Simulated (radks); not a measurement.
Fractional charge and spin in the 4s shell of bromine: the spin-up occupation runs from 0 to 1 and the spin-down occupation from 0 to 1; the fullest corner is Br, [Ar] 3d10 4p(up 2.5, down 2.5) 4s(up 1, down 1). All-electron calculation, non-relativistic Kohn-Sham, TPSS, spin-polarised, spherical densities, point nucleus; meta-GGA in the generalised Kohn-Sham scheme. Program: a radial shooting solver on a logarithmic mesh with Libxc functionals. Energy (eV) above the fullest corner. The planes named below are the two flat planes that join the four corners, with an edge along up + down = one added electron.

\begin{tabular}{lrrrrr}
down \ up & 0 & 0.25 & 0.5 & 0.75 & 1 \\ \hline
0 & 61.586 & 51.298 & 41.734 & 32.884 & 24.734 \\
0.25 & 51.298 & 41.818 & 33.046 & 24.971 & 17.581 \\
0.5 & 41.734 & 33.046 & 25.050 & 17.734 & 11.084 \\
0.75 & 32.884 & 24.971 & 17.734 & 11.159 & 5.230 \\
1 & 24.734 & 17.581 & 11.084 & 5.230 & 0.000 \\
\end{tabular}

Corners above the fullest one (they belong to Br+ and the next ion): (up 1, down 0) 24.734 eV, (up 0, down 1) 24.734 eV, (up 0, down 0) 61.586 eV. With half an added electron in each spin the energy lies 0.316 eV from the planes, and with half an added electron in spin up alone -1.425 eV. The planes are only a guide here: the flat-plane condition holds for ground states with one frontier orbital, while this shell lies below other occupied shells, so the corners above the fullest one are inner-hole states and not the ground states of those ions.
